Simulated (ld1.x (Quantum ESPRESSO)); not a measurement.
# What one change does to a pseudopotential (Bi (Z = 83), TM)

```json
{"Element": "Bi (Z = 83)", "Generator": "ld1.x (Quantum ESPRESSO) 7.5", "Type": "norm-conserving Troullier–Martins (Kleinman–Bylander form)", "Functional": "LDA (PZ)", "Relativity": "fully relativistic", "Frozen core": "[Xe] 4f14", "Valence charge": "15", "Reference configuration": "5d10 6s2 6p1 (charge +2)", "Partial waves": "6s (bound): rc 1.70 bohr; 6p (bound): rc 2.05 bohr; 5d (bound): rc 1.50 bohr", "Local potential": "all-electron potential smoothed inside 1.45 bohr (lloc = -2)", "Core correction": "none"}
```

Open shells are filled in proportion to 2j + 1 (rel_dist='average').

Change: wave 5d (bound): rc 1.50 bohr becomes 5d (bound): rc 1.00 bohr.

Cutoffs: the cutoffs (Ry, on a coarse ladder) from which the occupation-weighted sum of valence levels, in a spherical-Bessel basis at the reference potential, stays within 10 and 1 mRy of its value at 400 Ry; they do not see the model core or the augmentation charge, which bear on the density cutoff. Errors are all-electron minus pseudo energies relative to the spin-unpolarised reference configuration.

Q: What does the change do?

A: The potential gets harder (60 Ry and 100 Ry → 140 Ry and 260 Ry); both files keep a bound ghost (s); the errors of the 7 common tests hardly move. A smaller radius makes the pseudo-wave follow the all-electron one further in, where it bends more sharply, so more plane waves are needed.

| quantity | base | changed |
| --- | --- | --- |
| cutoff, loose | 60 Ry | 140 Ry |
| cutoff, tight | 100 Ry | 260 Ry |
| bound ghosts | s | s |
| error for 5d10 6s2 6p3, meV [ΔE -24.05 eV] | +28 | +28 |
| error for 5d10 6s2 6p2, meV [ΔE -15.75 eV] | +7.8 | +7.8 |
| error for 5d10 6s2 6p0, meV [ΔE 23.93 eV] | -0.7 | -0.7 |
| error for 5d10 6s1 6p4, meV [ΔE -14.11 eV] | +13 | +13 |
| error for 5d9 6s2 6p4, meV [ΔE -0.23 eV] | -214 | -210 |
| error for 5d9 6s2 6p3, meV [ΔE 9.26 eV] | -163 | -159 |
| error for 5d10 6s2 6p3.3, meV [ΔE -25.25 eV] | +35 | +35 |
| s: phases at 2.25 bohr within 0.05 rad from the reference energy up to (Ry; the scan ends near 5) | 4.2 | 4.2 |
| p1/2: phases at 2.25 bohr within 0.05 rad from the reference energy up to (Ry; the scan ends near 5) | -0.1 | -0.1 |
| p3/2: phases at 2.25 bohr within 0.05 rad from the reference energy up to (Ry; the scan ends near 5) | -1.0 | -1.0 |
| d3/2: phases at 2.25 bohr within 0.05 rad from the reference energy up to (Ry; the scan ends near 5) | to the end of the scan | to the end of the scan |
| d5/2: phases at 2.25 bohr within 0.05 rad from the reference energy up to (Ry; the scan ends near 5) | to the end of the scan | to the end of the scan |

 A true bound ghost makes a file unfit for plane-wave use even where its test errors are small: the radial tests pick states by their node count and pass the ghost by.
